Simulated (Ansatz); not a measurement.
System: tetramethylgermane, C₄H₁₂Ge, charge 0, multiplicity 1. SMILES: [CH3][Ge]([CH3])([CH3])[CH3]
Geometry: optimised at B3LYP-D3(BJ)/def2-TZVP (Ansatz, an electronic-structure program).

Property: atomisation energy (electronic, to ground-state atoms), in kcal/mol. Valence correlation only, unless marked. UHF or UKS for open shells. No spin-orbit coupling. The frozen core is the preceding noble-gas configuration, with the filled d and f shells of earlier blocks. No relativistic terms. The coupled-cluster limit lacks core correlation, which all-electron functionals hold. Basis-set limits of correlation are two-point, X^-3; Hartree-Fock from the larger set.

| level | program | atomisation energy (kcal/mol) |
|---|---|---|
| HF/cc-pVTZ | Ansatz | 1143.8 |
| BHLYP-D4/def2-TZVPD | Ansatz + dftd4 | 1474.3 |
| LC-wPBE-D4/def2-TZVPD | Ansatz + dftd4 | 1504.1 |
| LC-wPBE/def2-TZVPD | Ansatz | 1495.3 |

### Question
Estimate the value at CCSD(T)/CBS(cc-pVTZ,cc-pVQZ) as computed with Ansatz.

### Answer
1500.8 kcal/mol
